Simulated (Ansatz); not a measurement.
Total energies of Li₃Te⁺ (the lowest singlet isomer of a short search) from Ansatz at PBE-D4/def2-TZVP, gas phase (1 Eh = 27.2114 eV = 2625.5 kJ/mol). The reference geometry is relaxed at PBE0-D4/def2-TZVP.

```xyz
4

Li   -1.036   -1.217   -1.807
Li   -0.716    2.254    0.479
Li    2.052   -0.825    0.965
Te   -0.299   -0.212    0.363
```

| state | geometry | energy (Eh) |
| --- | --- | --- |
| charge 1 singlet | reference | -290.44467 |
| charge 0 doublet | reference | -290.58678 |
| charge 1 triplet | relaxed at PBE0-D4/def2-TZVP | -290.34846 |
| charge 1 quintet | relaxed at PBE0-D4/def2-TZVP | -290.24516 |

In the def2 sets Te takes a core potential; there is no spin–orbit coupling.

**Question.** Work out the vertical electron affinity, to the doublet.

**Answer.** E(charge 1 singlet) − E(charge 0 doublet) = -290.44467 − (-290.58678) = 0.14211 Eh = 3.87 eV.

**Question.** Which of the charge 1 states is lowest, and how far above it are the others?

**Answer.** The singlet. triplet: -290.34846 − (-290.44467) = 0.09621 Eh = 252.6 kJ/mol; quintet: -290.24516 − (-290.44467) = 0.19951 Eh = 523.8 kJ/mol. The triplet differs in its bonds from the reference. The quintet differs in its bonds from the reference.

The structure comes from a short search, and lower isomers may exist.
